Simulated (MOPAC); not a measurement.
Job for MOPAC: PM3 on BH5OSi (SMILES BO[SiH3]), a point of a bond scan (R = 1.433 Å).

```
PM3 1SCF PRECISE CHARGE=0 THREADS=1
BH5OSi

B     -0.35530603 1     0.16770934 1     1.74610802 1
H     -1.27530943 1     0.83385064 1     2.62010262 1
H      0.51570290 1    -0.54223566 1     2.16560005 1
O     -0.48933143 1     0.35730853 1     0.41765439 1
Si     0.33065961 1    -0.20123129 1    -0.91475675 1
H      0.86264245 1     0.96822479 1    -1.64324521 1
H     -0.62978211 1    -0.93425439 1    -1.76420217 1
H      1.43535929 1    -1.09433874 1    -0.49777027 1
```

Program output:

```
*******************************************************************************
 **                                                                           **
 **                              MOPAC v23.2.5                                **
 **                                                                           **
 *******************************************************************************
 ** MOPAC's Digital Object Identifier: https://doi.org/10.5281/zenodo.6511958 **
 **                                                                           **
 ** Please cite the open-source release paper for use of this MOPAC version:  **
 ** J. E. Moussa and J. J. P. Stewart (2026)                                  **
 ** MOPAC: An open-source semiempirical molecular orbital program             **
 ** J. Open Source Softw., 11(119), 8025, https://doi.org/10.21105/joss.08025 **
 *******************************************************************************

                              PM3 CALCULATION RESULTS

 *******************************************************************************
 *  PM3        - The PM3 Hamiltonian to be used
 *
 *
 *
 *                 CHARGE ON SYSTEM = 0
 *
 *
 *
 *  PRECISE    - TIGHTER CRITERIA TO BE USED
 *  1SCF       - DO 1 SCF AND THEN STOP
 *  THREADS=1  - MULTI-THREADING NOT USED
 *  T=         - A TIME OF 172800.0 SECONDS REQUESTED
 *  DUMP=N     - RESTART FILE WRITTEN EVERY 7200.0 SECONDS REQUESTED
 *******************************************************************************
PM3 1SCF PRECISE CHARGE=0 THREADS=1
 BH5OSi

   ATOM   CHEMICAL          X               Y               Z
  NUMBER   SYMBOL      (ANGSTROMS)     (ANGSTROMS)     (ANGSTROMS)

     1       B         -0.35530603  *   0.16770934  *   1.74610802  *
     2       H         -1.27530943  *   0.83385064  *   2.62010262  *
     3       H          0.51570290  *  -0.54223566  *   2.16560005  *
     4       O         -0.48933143  *   0.35730853  *   0.41765439  *
     5      Si          0.33065961  *  -0.20123129  *  -0.91475675  *
     6       H          0.86264245  *   0.96822479  *  -1.64324521  *
     7       H         -0.62978211  *  -0.93425439  *  -1.76420217  *
     8       H          1.43535929  *  -1.09433874  *  -0.49777027  *



          CARTESIAN COORDINATES

    NO.       ATOM           X           Y           Z

     1         B         -0.3553      0.1677      1.7461
     2         H         -1.2753      0.8339      2.6201
     3         H          0.5157     -0.5422      2.1656
     4         O         -0.4893      0.3573      0.4177
     5        Si          0.3307     -0.2012     -0.9148
     6         H          0.8626      0.9682     -1.6432
     7         H         -0.6298     -0.9343     -1.7642
     8         H          1.4354     -1.0943     -0.4978

  H: (PM3): J. J. P. STEWART, J. COMP. CHEM. 10, 209 (1989).
  B: (PM3): J. J. P. STEWART, J. MOL. MOD., 10, 155-164 (2004)
  O: (PM3): J. J. P. STEWART, J. COMP. CHEM. 10, 209 (1989).
 Si: (PM3): J. J. P. STEWART, J. COMP. CHEM. 10, 209 (1989).

           Empirical Formula: H5 O B Si  =     8 atoms



      MOLECULAR POINT GROUP   :   Cs


      RHF CALCULATION, NO. OF DOUBLY OCCUPIED LEVELS = 9


 -------------------------------------------------------------------------------
 PM3 1SCF PRECISE CHARGE=0 THREADS=1
 BH5OSi



     1SCF WAS SPECIFIED, SO BFGS WAS NOT USED
     SCF FIELD WAS ACHIEVED


                              PM3 CALCULATION
                                                       MOPAC v23.2.5 Linux




          FINAL HEAT OF FORMATION =        -64.22348 KCAL/MOL =    -268.71104 KJ/MOL


          COSMO AREA              =        110.50 SQUARE ANGSTROMS
          COSMO VOLUME            =         97.23 CUBIC ANGSTROMS

          IONIZATION POTENTIAL    =         10.302477 EV
          HOMO LUMO ENERGIES (EV) =        -10.302  0.486
          NO. OF FILLED LEVELS    =          9
          MOLECULAR WEIGHT        =         59.9344         POINT GROUP:  Cs

          MOLECULAR DIMENSIONS (Angstroms)

            Atom       Atom       Distance
            H     7    H     2     4.77127
            H     6    H     3     2.82598
            H     7    H     8     2.18379


          SCF CALCULATIONS        =          1





   ATOM   CHEMICAL          X               Y               Z
  NUMBER   SYMBOL      (ANGSTROMS)     (ANGSTROMS)     (ANGSTROMS)

     1       B         -0.35530603  *   0.16770934  *   1.74610802  *
     2       H         -1.27530943  *   0.83385064  *   2.62010262  *
     3       H          0.51570290  *  -0.54223566  *   2.16560005  *
     4       O         -0.48933143  *   0.35730853  *   0.41765439  *
     5      Si          0.33065961  *  -0.20123129  *  -0.91475675  *
     6       H          0.86264245  *   0.96822479  *  -1.64324521  *
     7       H         -0.62978211  *  -0.93425439  *  -1.76420217  *
     8       H          1.43535929  *  -1.09433874  *  -0.49777027  *

                             CARTESIAN COORDINATES

   1    B       -0.355306030     0.167709340     1.746108020
   2    H       -1.275309430     0.833850640     2.620102620
   3    H        0.515702900    -0.542235660     2.165600050
   4    O       -0.489331430     0.357308530     0.417654390
   5   Si        0.330659610    -0.201231290    -0.914756750
   6    H        0.862642450     0.968224790    -1.643245210
   7    H       -0.629782110    -0.934254390    -1.764202170
   8    H        1.435359290    -1.094338740    -0.497770270


           Empirical Formula: H5 O B Si  =     8 atoms



      MOLECULAR POINT GROUP   :   Cs


                  EIGENVALUES
 -37.62045 -21.20805 -17.62332 -15.09973 -14.86129 -14.41353 -11.34393 -11.01416
 -10.30248   0.48561   1.11949   1.62141   2.18886   2.46721   3.61487   4.85727
   5.76720


              NET ATOMIC CHARGES AND DIPOLE CONTRIBUTIONS

  ATOM NO.   TYPE          CHARGE      No. of ELECS.   s-Pop       p-Pop
    1          B          -0.113776        3.1138     1.10528     2.00850
    2          H           0.058561        0.9414     0.94144
    3          H           0.005654        0.9943     0.99435
    4          O          -0.287515        6.2875     1.67726     4.61026
    5         Si           0.717479        3.2825     0.91093     2.37160
    6          H          -0.125418        1.1254     1.12542
    7          H          -0.125418        1.1254     1.12542
    8          H          -0.129565        1.1296     1.12957
 DIPOLE           X         Y         Z       TOTAL
 POINT-CHG.     0.631    -0.398    -1.525     1.698
 HYBRID        -0.034     0.036    -0.149     0.157
 SUM            0.597    -0.362    -1.674     1.814


          ATOMIC ORBITAL ELECTRON POPULATIONS

     Atom    s        px        py        pz
    1  B   1.10528   0.71395   0.58080   0.71375
    2  H   0.94144
    3  H   0.99435
    4  O   1.67726   1.65634   1.64299   1.31093
    5 Si   0.91093   0.81107   0.84087   0.71966
    6  H   1.12542
    7  H   1.12542
    8  H   1.12957

 **********************
 *                    *
 * JOB ENDED NORMALLY *
 *                    *
 **********************




 == MOPAC DONE ==
```

The run finished.

Cost: about 0.020 core-seconds (a rough figure).
